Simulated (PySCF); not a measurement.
This PySCF input asks for the NMR shieldings of SMILES C#CC1=[O+][BH2-]OC(CC)=C1, C$_{7}$H$_{9}$BO$_{2}$; the geometry comes from GFN2-xTB.

```python
import basis_set_exchange as bse
import numpy as np
from pyscf import gto, dft
from pyscf.prop import nmr

atoms = """
C     3.776002   -1.401973    0.777364
C     2.843481   -0.748747    0.396598
C     1.733475    0.030407   -0.054175
O     1.959635    1.235222   -0.386697
B     0.828153    2.153538   -0.859254
O    -0.493915    1.366442   -0.966512
C    -0.591771    0.157814   -0.605186
C    -1.954362   -0.474022   -0.709075
C    -2.601615   -0.565256    0.674580
C     0.482132   -0.587431   -0.113002
H     4.587146   -1.980022    1.110477
H     0.676583    2.998133   -0.032839
H     1.105711    2.538744   -1.949146
H    -2.574950    0.137907   -1.364552
H    -1.857721   -1.474533   -1.133810
H    -3.586000   -1.019413    0.592854
H    -2.712302    0.426331    1.106208
H    -1.993751   -1.169008    1.343836
H     0.364267   -1.614883    0.180035
"""
names = dict.fromkeys(["C", "O", "B", "H"], "pcSseg-1")
basis = {el: gto.basis.parse(bse.get_basis(n, elements=[el], fmt="nwchem")) for el, n in names.items()}
mol = gto.M(atom=atoms, basis=basis, charge=0, verbose=0)
mf = dft.RKS(mol, xc="PBE0")
mf.grids.level = 2
mf.grids.alignment = dft.numint.BLKSIZE   # the property module wants whole blocks of grid points
mf.conv_tol = 1e-9
mf.kernel()

calc = nmr.RKS(mf)   # GIAO
C = mf.mo_coeff
Co = C[:, mf.mo_occ > 0]
resp = mf.gen_response(singlet=True, hermi=2)
def vind(x):   # induced exchange potential for any number of trial vectors
    d = np.einsum("pi,xij,qj->xpq", C, 2 * x.reshape(-1, C.shape[1], Co.shape[1]), Co, optimize=True)
    return np.einsum("xpq,pi,qj->xij", resp(d - d.transpose(0, 2, 1)), C, Co, optimize=True).ravel()
mo1, _ = nmr.rhf.solve_mo1(calc, with_cphf=vind)
sigma = calc.kernel(mo1)
for i, s in enumerate(sigma):   # ppm
    w = np.linalg.eigvalsh((s + s.T) / 2)
    print("%2d %-2s iso %8.1f  s11 %8.1f  s22 %8.1f  s33 %8.1f" % (i, mol.atom_pure_symbol(i), w.mean(), *w))
```

Task: What does it print?

Result: 
```
 0 C  iso     91.9  s11     30.3  s22     42.2  s33    203.2
 1 C  iso    102.2  s11      1.7  s22      9.3  s33    295.5
 2 C  iso     14.4  s11    -86.4  s22     16.8  s33    112.8
 3 O  iso     72.5  s11   -163.0  s22     36.2  s33    344.2
 4 B  iso     96.7  s11     87.4  s22    100.5  s33    102.1
 5 O  iso     48.9  s11   -171.3  s22     -3.4  s33    321.5
 6 C  iso    -15.6  s11   -114.4  s22    -47.2  s33    114.8
 7 C  iso    149.4  s11    134.5  s22    138.2  s33    175.7
 8 C  iso    171.7  s11    159.9  s22    169.4  s33    185.6
 9 C  iso     82.1  s11    -20.1  s22    119.7  s33    146.8
10 H  iso     28.7  s11     24.9  s22     25.0  s33     36.3
11 H  iso     27.5  s11     25.1  s22     28.4  s33     29.2
12 H  iso     27.5  s11     25.0  s22     28.4  s33     29.2
13 H  iso     29.6  s11     25.9  s22     28.7  s33     34.3
14 H  iso     29.5  s11     26.3  s22     28.4  s33     34.0
15 H  iso     30.4  s11     26.2  s22     27.4  s33     37.5
16 H  iso     30.4  s11     26.4  s22     28.7  s33     36.2
17 H  iso     30.6  s11     26.5  s22     29.9  s33     35.6
18 H  iso     26.3  s11     22.4  s22     25.3  s33     31.3
```

These numbers come from an equivalent density-fitted implementation of the same equations, which agrees with the script to about 0.01 ppm for H and up to a few tenths of a ppm for heavy atoms, so last digits may differ.

Size and cost of the density-fitted run: 215 basis functions, 58 s wall time on 1 thread of an Arm Neoverse V1, shared host; peak memory 0.94 GiB.
